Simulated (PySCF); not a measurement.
C2H8Si, charge -1, doublet, at a GFN2-xTB geometry (a state made from the parent by changing its charge; the spin is typed, not shown lowest) (in this run its highest filled SCF level lies above zero, so its values depend strongly on the basis, on diffuse functions most of all), atoms displaced at random by about 0.03 Å a coordinate; PySCF with PBE0/6-31G, gradient.

Here is a job for PySCF.
```python
from pyscf import gto, scf, dft

mol = gto.Mole()
mol.atom = '''
    Si   -0.00045122   -0.42776657   -0.40094067
    C     1.58270986    0.65530940    0.02182624
    C    -1.60117283   -0.04565828    0.54236080
    H     0.49600444   -1.53708045    0.73308484
    H    -0.30461039    0.42789256   -1.66230619
    H     1.28426481    1.81811474   -0.19027315
    H     2.39319152    0.47158608   -0.62682899
    H     1.81734936    0.68690270    1.02235314
    H    -2.39513214   -0.67101987    0.26424804
    H    -1.93648718    1.01680365    0.38902266
    H    -1.47319873   -0.08223050    1.69674559
'''
mol.basis = '6-31g'
mol.charge = -1
mol.spin = 1
mol.verbose = 4
mol.build()

mf = dft.UKS(mol)
mf.xc = 'pbe0'
mf.kernel()
g = mf.nuc_grad_method()
grad = g.kernel()
```

**Question.** Predict the main parts of the log of this PySCF run.

**Answer.** 
```
PySCF version 2.14.0

[INPUT] verbose = 4
[INPUT] num. atoms = 11
[INPUT] num. electrons = 35
[INPUT] charge = -1
[INPUT] spin (= nelec alpha-beta = 2S) = 1
[INPUT] symmetry False subgroup None
[INPUT] Mole.unit = angstrom
[INPUT] Symbol           X                Y                Z      unit          X                Y                Z       unit  Magmom
[INPUT]  1 Si    -0.000451220000  -0.427766570000  -0.400940670000 AA   -0.000852682222  -0.808361662545  -0.757668058500 Bohr   0.0
[INPUT]  2 C      1.582709860000   0.655309400000   0.021826240000 AA    2.990888170049   1.238355292853   0.041245615929 Bohr   0.0
[INPUT]  3 C     -1.601172830000  -0.045658280000   0.542360800000 AA   -3.025778126795  -0.086281644519   1.024913372700 Bohr   0.0
[INPUT]  4 H      0.496004440000  -1.537080450000   0.733084840000 AA    0.937312548168  -2.904661081923   1.385329573671 Bohr   0.0
[INPUT]  5 H     -0.304610390000   0.427892560000  -1.662306190000 AA   -0.575630211797   0.808599749139  -3.141303434269 Bohr   0.0
[INPUT]  6 H      1.284264810000   1.818114740000  -0.190273150000 AA    2.426908762317   3.435738921635  -0.359564142358 Bohr   0.0
[INPUT]  7 H      2.393191520000   0.471586080000  -0.626828990000 AA    4.522476536432   0.891168535357  -1.184535118038 Bohr   0.0
[INPUT]  8 H      1.817349360000   0.686902700000   1.022353140000 AA    3.434292563054   1.298057977224   1.931967437189 Bohr   0.0
[INPUT]  9 H     -2.395132140000  -0.671019870000   0.264248040000 AA   -4.526143776743  -1.268043778441   0.499356424553 Bohr   0.0
[INPUT] 10 H     -1.936487180000   1.016803650000   0.389022660000 AA   -3.659430413931   1.921480420958   0.735146283650 Bohr   0.0
[INPUT] 11 H     -1.473198730000  -0.082230500000   1.696745590000 AA   -2.783942126757  -0.155393124086   3.206384468164 Bohr   0.0

nuclear repulsion = 111.000518096951
number of shells = 33
number of NR pGTOs = 122
number of NR cGTOs = 47
basis = 6-31g
ecp = {}

******** <class 'pyscf.dft.uks.UKS'> ********
method = UKS
initial guess = minao
damping factor = 0
level_shift factor = 0
DIIS = <class 'pyscf.scf.diis.CDIIS'>
diis_start_cycle = 1
diis_space = 8
diis_damp = 0
SCF conv_tol = 1e-09
SCF conv_tol_grad = None
SCF max_cycles = 50
direct_scf = True
direct_scf_tol = 1e-13
number electrons alpha = 18  beta = 17
XC library pyscf.dft.libxc version 7.1.2
    S. Lehtola, C. Steigemann, M. J. T. Oliveira, and M. A. L. Marques,  SoftwareX 7, 1–5 (2018)
XC functionals = pbe0
    C. Adamo and V. Barone,  J. Chem. Phys. 110, 6158 (1999)
    M. Ernzerhof and G. E. Scuseria,  J. Chem. Phys. 110, 5029 (1999)
radial grids:
    Treutler-Ahlrichs [JCP 102, 346 (1995); DOI:10.1063/1.469408] (M4) radial grids

becke partition: Becke, JCP 88, 2547 (1988); DOI:10.1063/1.454033
pruning grids: <function nwchem_prune>
grids dens level: 3
symmetrized grids: False
atomic radii adjust function: <function treutler_atomic_radii_adjust>
small_rho_cutoff = 0
Set gradient conv threshold to 3.16228e-05
tot grids = 125880
init E= -369.961087437572

cycle= 1 E= -370.056821373142  delta_E= -0.0957  |g|= 0.343  |ddm|= 2.17
cycle= 2 E= -370.043719940665  delta_E= 0.0131  |g|= 0.385  |ddm|= 0.961
cycle= 3 E= -370.12973661162  delta_E= -0.086  |g|= 0.0178  |ddm|= 0.457
cycle= 4 E= -370.129983405007  delta_E= -0.000247  |g|= 0.00581  |ddm|= 0.0615
cycle= 5 E= -370.13001090417  delta_E= -2.75e-05  |g|= 0.0018  |ddm|= 0.0155
cycle= 6 E= -370.130013164722  delta_E= -2.26e-06  |g|= 0.000815  |ddm|= 0.00472
cycle= 7 E= -370.130013657225  delta_E= -4.93e-07  |g|= 0.000193  |ddm|= 0.00219
cycle= 8 E= -370.130013712553  delta_E= -5.53e-08  |g|= 3.57e-05  |ddm|= 0.00123
cycle= 9 E= -370.130013715525  delta_E= -2.97e-09  |g|= 1.2e-05  |ddm|= 0.000206
cycle= 10 E= -370.130013715755  delta_E= -2.3e-10  |g|= 3.45e-06  |ddm|= 6.4e-05
Extra cycle  E= -370.130013715773  delta_E= -1.81e-11  |g|= 1.68e-06  |ddm|= 2.05e-05
converged SCF energy = -370.130013715773  <S^2> = 0.7526863  2S+1 = 2.0026845

******** <class 'pyscf.grad.uks.Gradients'> for <class 'pyscf.dft.uks.UKS'> ********
unit = Eh/Bohr
grid_response = False
--------------- UKS gradients ---------------
         x                y                z
0 Si    -0.0285040396     0.0293208731     0.0016352124
1 C     0.0589995793    -0.0776906201     0.0363171645
2 C    -0.0083446564    -0.0575785517    -0.0579563618
3 H     0.0007948707     0.0055043609    -0.0011587416
4 H     0.0079585191    -0.0103113295     0.0153383063
5 H    -0.0118763137     0.0457336883    -0.0037559918
6 H    -0.0250405375     0.0112489637     0.0148147573
7 H    -0.0190636266     0.0100997092    -0.0517739352
8 H     0.0259263620     0.0241604034     0.0089289026
9 H    -0.0025627704     0.0123462093     0.0043675363
10 H     0.0017071830     0.0071606596     0.0332460633
----------------------------------------------
```
